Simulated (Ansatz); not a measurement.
Relaxation of CH$_{5}$AlOS (9 atoms, charge 0, multiplicity 1), to a largest force component of 0.015 eV/Å in at most 40 steps.

Computed with RKS B3LYP-D4/cc-pVDZ in Ansatz.

```xyz
9
Properties=species:S:1:pos:R:3
C 0.043 1.005 -1.346
S 1.347 0.592 -0.235
Al 0.161 -1.069 0.784
O 0.176 -2.705 0.062
H -0.272 0.181 -2.022
H -0.893 1.393 -0.777
H 0.354 1.891 -1.999
H -0.755 -0.689 2.019
H -0.543 -2.823 -0.600
```

Where does it end, and by what steps?

The run converged. The force dipped under the threshold on the way, but the program's further checks kept it going. After 27 steps the energy has fallen by 0.768 eV; H8 moved furthest, 1.39 Å.

```csv
step,energy less start (eV),largest force component (eV/Å),accepted
0,0.0000,2.536,yes
1,-0.1948,1.242,yes
2,-0.2624,1.019,yes
3,-0.3300,0.917,yes
4,-0.4340,0.434,yes
5,-0.4681,0.240,yes
6,-0.4828,0.165,yes
7,-0.4924,0.757,yes
8,-0.5299,0.650,yes
9,-0.5646,0.435,yes
10,-0.6452,0.346,yes
11,-0.7097,0.239,yes
12,-0.7448,0.242,yes
13,-0.7467,0.228,yes
14,-0.7570,0.095,yes
15,-0.7583,0.192,yes
16,-0.7620,0.119,yes
17,-0.7654,0.033,yes
18,-0.7645,0.239,no
19,-0.7666,0.052,yes
20,-0.7661,0.160,no
21,-0.7662,0.140,no
22,-0.7671,0.007,yes
23,-0.7676,0.037,yes
24,-0.7677,0.057,yes
25,-0.7679,0.037,yes
26,-0.7680,0.038,yes
27,-0.7680,0.009,yes
```

```xyz
9
Properties=species:S:1:pos:R:3
C -0.019 1.052 -1.473
S 0.354 1.101 0.346
Al 0.094 -1.006 0.886
O -0.349 -2.038 -0.435
H -0.252 0.032 -1.803
H -0.876 1.711 -1.665
H 0.861 1.428 -2.013
H 0.298 -1.518 2.366
H -0.492 -2.985 -0.323
```

Whether the end is a true minimum wasn't checked by a vibrational analysis.

Run time: 110 s on 1 thread of Arm Neoverse V2, with other jobs on the host, peak memory 0.17 GiB.
